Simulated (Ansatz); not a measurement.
Reaction R1 + R2 → P1, each structure at its B3LYP-D3(BJ)/def2-TZVP stationary point, reached from a drawn start (curvature not checked).
P1, Cl4Pb (SMILES [Cl][Pb]([Cl])([Cl])[Cl]) (charge 0, multiplicity 1):
| atom | x (Å) | y (Å) | z (Å) |
|---|---|---|---|
| Pb | 0.0000 | 0.0000 | 0.0000 |
| Cl | 1.3890 | 1.3890 | 1.3890 |
| Cl | 1.3890 | -1.3890 | -1.3890 |
| Cl | -1.3890 | 1.3890 | -1.3890 |
| Cl | -1.3890 | -1.3890 | 1.3890 |
R1: Cl2Pb (SMILES [Cl][Pb][Cl]), charge 0, multiplicity 1.
R2, Cl2 (SMILES ClCl) (charge 0, multiplicity 1):
```xyz
2

Cl     0.0000     0.0000    -1.0067
Cl     0.0000     0.0000     1.0067
```

P less R. No zero-point or thermal terms; no spin–orbit coupling.

Cores are frozen in the correlated methods. In cc and def2 sets filled d and f shells under p-block atoms count as core. CBS: X⁻³ extrapolation of the correlation energy, Hartree–Fock from the larger set.

Codes used: Ansatz (a quantum-chemistry and plane-wave program) with Gaussian orbitals. Each number belongs to the level named beside it. Elements past Kr take the def2 small-core potentials, without spin–orbit coupling.

One of these levels gives -34.37 kcal/mol for the reaction energy. Which one is it?
(A) MP2/CBS(def2-TZVPP, def2-QZVPP)
(B) HF/def2-QZVPP
(C) r2SCAN/def2-TZVPP

A, MP2/CBS(def2-TZVPP, def2-QZVPP). The others give -23.14 (HF/def2-QZVPP), -29.96 (r2SCAN/def2-TZVPP)
